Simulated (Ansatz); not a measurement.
`O=C=[N][AlH2]` and `O=C=N[SiH3]` differ in one atom or group.

Ansatz, PBE0-D4/def2-TZVP geometries, multiplicity 1. 

```
                                        property  `O=C=[N][AlH2]`
              HOMO energy (PBE0/def2-TZVPP) / eV            -8.35
               LUMO energy (PBE/def2-TZVPP) / eV            -2.49
size of the dipole moment (B3LYP/def2-TZVPP) / D             2.06
             HOMO–LUMO gap (PBE/def2-TZVPP) / eV             4.53
              LUMO energy (PBE0/def2-TZVPP) / eV            -1.73
             LUMO energy (B3LYP/def2-TZVPP) / eV            -1.95
```

Question: What does the change do to each property? (Best estimate.)

Answer: Ansatz gave: 
```tsv
property	`O=C=N[SiH3]`	shift
HOMO energy (PBE0/def2-TZVPP) / eV	-8.71	-0.36
LUMO energy (PBE/def2-TZVPP) / eV	-0.73	1.76
size of the dipole moment (B3LYP/def2-TZVPP) / D	2.10	0.04
HOMO–LUMO gap (PBE/def2-TZVPP) / eV	6.60	2.07
LUMO energy (PBE0/def2-TZVPP) / eV	0.10	1.83
LUMO energy (B3LYP/def2-TZVPP) / eV	-0.14	1.81
```

With PBE0 the HOMO falls by 0.36 eV and the LUMO rises by 1.83 eV, so the gap widens by about 2.19 eV. PBE moves the HOMO by -0.31 eV and ωB97M-V by -0.39 eV. Dipoles are sizes alone; their direction can turn.

B3LYP here is the variant with VWN-RPA as its local correlation; programs differ in this.
